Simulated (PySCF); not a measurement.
## Optical rotation: SMILES C=C(F)/C(F)=C\N(C)C, C6H9F2N

Molfile (atoms numbered from 1):
```
C6H9F2N
     RDKit          3D

 18 17  0  0  0  0  0  0  0  0999 V2000
    3.3207    0.2382    0.1264 C   0  0  0  0  0  0  0  0  0  0  0  0
    2.0209   -0.0567    0.0164 C   0  0  0  0  0  0  0  0  0  0  0  0
    1.5932   -0.8050   -1.0127 F   0  0  0  0  0  0  0  0  0  0  0  0
    0.9867    0.2925    0.9698 C   0  0  0  0  0  0  0  0  0  0  0  0
    1.5049    0.7310    2.1410 F   0  0  0  0  0  0  0  0  0  0  0  0
   -0.3670    0.1997    0.9357 C   0  0  0  0  0  0  0  0  0  0  0  0
   -1.2524    0.0170   -0.0842 N   0  0  0  0  0  0  0  0  0  0  0  0
   -2.5461   -0.5375    0.2119 C   0  0  0  0  0  0  0  0  0  0  0  0
   -0.9251    0.1916   -1.4728 C   0  0  0  0  0  0  0  0  0  0  0  0
    4.0323   -0.1503   -0.6024 H   0  0  0  0  0  0  0  0  0  0  0  0
    3.6689    0.8490    0.9570 H   0  0  0  0  0  0  0  0  0  0  0  0
   -0.8367    0.3536    1.9147 H   0  0  0  0  0  0  0  0  0  0  0  0
   -2.6081   -1.6191   -0.0161 H   0  0  0  0  0  0  0  0  0  0  0  0
   -2.7733   -0.4096    1.2800 H   0  0  0  0  0  0  0  0  0  0  0  0
   -3.3274   -0.0243   -0.3731 H   0  0  0  0  0  0  0  0  0  0  0  0
   -1.8106    0.5857   -1.9980 H   0  0  0  0  0  0  0  0  0  0  0  0
   -0.6105   -0.7404   -1.9730 H   0  0  0  0  0  0  0  0  0  0  0  0
   -0.1093    0.9201   -1.5736 H   0  0  0  0  0  0  0  0  0  0  0  0
  1  2  2  0
  2  3  1  0
  2  4  1  0
  4  5  1  0
  4  6  2  0
  6  7  1  0
  7  8  1  0
  7  9  1  0
  1 10  1  0
  1 11  1  0
  6 12  1  0
  8 13  1  0
  8 14  1  0
  8 15  1  0
  9 16  1  0
  9 17  1  0
  9 18  1  0
M  END
```

Computed, not measured: TDDFT CAM-B3LYP/aug-cc-pVDZ circular dichroism and optical rotation, one conformer, gas phase (PySCF 2.14.0). Geometry: PBE0-D3(BJ)/def2-SVP.

No stereocentre is labelled: unless the shape is locked (an allene, a helicene, a hindered biaryl), the mirror image is equally populated and a measured rotation or CD is zero.

Task: What is the specific rotation at 633, 589.3, 546, 436, 405, 365, 355 nm?

Result: [α] in deg dm⁻¹ (g/mL)⁻¹:
| λ (nm) | origin-invariant length gauge | modified velocity gauge | length gauge (centre of mass) | isotropic polarisability (au) |
| --- | --- | --- | --- | --- |
| 633 | +685.7 | +667.6 | +687.1 | 105.9 |
| 589.3 | +826.2 | +804.7 | +827.9 | 107.2 |
| 546 | +1017.4 | +991.3 | +1019.4 | 108.9 |
| 436 | +2044.4 | +1996.1 | +2048.0 | 117.4 |
| 405 | +2685.4 | +2624.6 | +2689.7 | 122.3 |
| 365 | +4221.5 | +4133.7 | +4226.6 | 133.6 |
| 355 | +4860.9 | +4762.7 | +4866.0 | 138.1 |

Task: And for the mirror image at 589.3 nm?

Result: -826.2 deg dm⁻¹ (g/mL)⁻¹ (origin-invariant length gauge): the same size and the opposite sign.

Task: What is the molar rotation [Φ] = [α]·M/100 of the geometry above at 589.3 nm?

Result: With M = 133.14 g/mol, +1100.0 deg cm² dmol⁻¹ (origin-invariant length gauge).

The first excitation lies at 4.48 eV (276 nm) with R = +58.9 × 10⁻⁴⁰ esu² cm² (velocity form).
